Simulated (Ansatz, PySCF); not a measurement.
Species: SbF$_{2}$ (charge +1, singlet). It need not be the lowest isomer of its formula. 
Structure (B3LYP-D3(BJ)/def2-TZVP (Ansatz, a quantum-chemistry and plane-wave program) minimum search):
```xyz
3

Sb     0.2838     0.1166     0.1006
F     -0.9193     0.7170    -1.1729
F     -0.6886    -1.3775     0.6028
```
Charge +1, spin multiplicity 1.

Wanted: vertical ionisation energy (to the doublet state of charge +2; each state is the SCF solution reached for its spin; the UHF <S^2> is 0.85 for the doublet (pure: 0.75); for the doublet the Hartree-Fock reference is unstable and T1 is 0.033), in eV. Valence correlation only, unless marked. UHF or UKS for open shells. Spin-orbit coupling is left out. Frozen are the shells of the preceding noble gas and the d and f shells that filled before the atom's block. In def2 rows, elements after Kr have scalar-relativistic effective core potentials. 

| level | program | vertical ionisation energy (eV) |
|---|---|---|
| HF/def2-QZVPPD | Ansatz | 19.42 |
| SVWN5/def2-TZVPD | Ansatz | 20.11 |
| PBE/def2-TZVPD | Ansatz | 19.74 |
| B3LYP/def2-TZVPD | Ansatz | 20.09 |
| PBE0/def2-TZVPD | Ansatz | 20.00 |
| B2PLYP/def2-TZVPD | Ansatz | 20.07 |
| RI-MP2/def2-TZVPPD | Ansatz | 20.86 |
| CCSD/def2-SVPD | Ansatz | 20.03 |
| CCSD(T)/def2-TZVPPD | Ansatz | 20.01 |

For comparison, minus the highest occupied orbital energy (PySCF): 16.57 eV at TPSSh/def2-TZVPD, 16.04 eV at BP86/def2-TZVPD, 18.77 eV at M06-2X/def2-TZVPD.
